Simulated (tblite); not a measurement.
Compound: C₅H₈F₂O₂Si.
Structure used (GFN2-xTB), in Å, numbered top down from 1:
```
atom  x, y, z in Å
O1     2.6282   -0.5080   -0.8765
C2     2.9115    0.5167   -0.3007
O3     2.2141    1.0438    0.6603
C4     1.0507    0.3197    1.0126
Si5    0.7244   -1.4795    0.4078
C6    -0.0356    0.1864   -0.0718
C7    -1.4351    0.5989    0.3222
C8    -2.4502    0.0422   -0.6600
F9    -2.5370   -1.3078   -0.5564
F10   -3.6946    0.5168   -0.3952
H11    3.8055    1.1137   -0.5279
H12    0.7204    0.6951    1.9741
H13    1.3145   -2.4690   -0.4564
H14   -0.0399   -2.0724    1.5070
H15    0.2596    0.6268   -1.0190
H16   -1.5434    1.6877    0.3309
H17   -1.6815    0.2171    1.3144
H18   -2.2204    0.2781   -1.7106
```

Level: GFN2-xTB in tblite, geometry and Hessian alike; calculated harmonic values, unscaled, isolated species. Errors from tens to a few hundred cm⁻¹ against measured bands are possible. Modes of hydrogen on silicon can be 10 to 20 % off. One conformer, not necessarily the lowest.

Harmonic wavenumbers (cm⁻¹): 42.2, 55.7, 83.0, 97.2, 155.1, 186.2, 250.4, 296.2, 328.3, 394.2, 425.4, 469.1, 500.4, 559.5, 571.5, 603.7, 644.1, 700.4, 799.9, 851.1, 885.4, 910.1, 927.6, 955.7, 973.5, 1027.0, 1052.3, 1096.9, 1107.0, 1140.2, 1164.4, 1205.3, 1246.6, 1267.5, 1279.8, 1311.5, 1333.8, 1343.4, 1458.9, 1700.7, 2259.6, 2457.5, 2878.1, 2889.3, 2951.7, 2999.6, 3020.8, 3032.4.

A = 2532, B = 570.5, C = 521.4 MHz; mass 166.026 u (most abundant isotopes); point group C1, symmetry number 1.

Q: What is the zero-point energy?

A: ½Σν̃ = 26945 cm⁻¹ = 322.34 kJ/mol.

Q: Entropy at 273.15 K, 1 bar (ideal gas, RRHO, classical rotation)?

A: Translation 170.79, rotation 126.25, vibration 128.00: S = 425.0 J/(mol K).

Q: And Cp and H(273.15 K) − H(0)?

A: Cp = 162.55 J/(mol K), of which vibrations give 129.29 (their classical limit is 48 R = 399.1); H(273.15 K) − H(0) = 27.15 kJ/mol without the zero-point energy, 18.07 from vibrations.

Q: What must be added to the electronic energy to get the Gibbs energy at 273.15 K and 1 bar?

A: ZPE + [H(273.15 K) − H(0)] − T·S = 322.34 + 27.15 − 116.10 = 233.39 kJ/mol.

Q: How do the functions run with temperature in this model?

A: 
| T (K) | S (J/(mol K)) | Cp (J/(mol K)) | H − H(0) (kJ/mol) | G − H(0) (kJ/mol) | ln q(vib) |
| --- | --- | --- | --- | --- | --- |
| 150 | 346.3 | 106.1 | 10.63 | -41.31 | 3.80 |
| 250 | 411.1 | 151.9 | 23.52 | -79.27 | 6.76 |
| 298.15 | 439.8 | 173.9 | 31.36 | -99.75 | 8.16 |
| 400 | 497.0 | 216.6 | 51.31 | -147.50 | 11.10 |
| 600 | 597.4 | 278.2 | 101.25 | -257.20 | 16.68 |
| 900 | 721.6 | 332.8 | 193.71 | -455.76 | 24.41 |

q(vib) and H(0) count from the zero-point level.

Q: Blend soft modes into free rotors: weight 1/[1 + (100 cm⁻¹/ν̃)⁴] for the oscillator and the rest for a rotor with moment μB/(μ + B), μ = h/(8π²ν), B = 10⁻⁴⁴ kg m². What vibrational entropy results?

A: 115.25 J/(mol K) in place of 128.00, which changes −T·S at 273.15 K by +3.48 kJ/mol.

Q: Which modes carry the vibrational entropy at 273.15 K?

A: 42.2 cm⁻¹: 20.83; 55.7 cm⁻¹: 18.54; 83.0 cm⁻¹: 15.26; 97.2 cm⁻¹: 13.97; 155.1 cm⁻¹: 10.22; 186.2 cm⁻¹: 8.80 J/(mol K); the other 42 give 40.37 together.

Hindered rotation and anharmonicity are outside this model. Other conformers, if any are populated, would add a mixing term that is left out. The structure is chiral; the term R ln 2 for an equal mix with its mirror image is left out.
